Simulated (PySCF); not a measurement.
An unknown shows these calculated signals:

¹H NMR (500 MHz, computed): δ 6.63 (m, 2H), 6.33 (m, 2H), 5.30 (s, 2H), 2.10 (s, 3H).

¹³C{¹H} NMR (computed): δ 118.5 (CH), 108.2 (CH), 107.6 (C), 72.5 (C), 6.8 (CH3).

Computational details: structure optimised with PBE0-D3(BJ)/def2-SVP, NMR shieldings at KT2/pcSseg-1/GIAO, in PySCF 2.14 (rapidly exchanging positions averaged, relativity neglected, a single conformation, gas phase).

Chemical shifts δ = σref − σ; ¹H (σ = 31.18 ppm) and ¹³C (σ = 183.22 ppm) against TMS, all at this level.

Problem. Which of these does the molecule contain: a heteroaromatic ring, a benzene ring, a vinyl group CH=CH2, a (CH3)2CH unit, a C≡C triple bond, a Si–H bond?

Solution. 
- A heteroaromatic ring: yes.
- A benzene ring: no.
- A vinyl group CH=CH2: no.
- A (CH3)2CH unit: no.
- A C≡C triple bond: yes (δC 107.6, 72.5).
- A Si–H bond: yes (δH 5.30 (s)).

The data belong to SMILES C1=CN([SiH2]C#CC)C=C1, C7H9NSi; they needn't prove each group on their own.

Carbon signals by region: 3 in the sp2 and nitrile region (100–160 ppm), 1 at 50–100 ppm, 1 below 50 ppm.

Shifts are as computed. Against solution values, carbons near 30 ppm lie about +2 ppm off and those near 130 ppm about -5 ppm. Of 1211 compounds with measured shifts, 218 miss one by over three times the rms of a fit or turn the order of signals round; such compounds aren't used in these exercises. No couplings were computed; multiplicities are counted from neighbouring protons, with m where these are inequivalent, close in shift, in a saturated or five-membered ring or joined by F or P, and br s for small geminal =CH2 splittings.
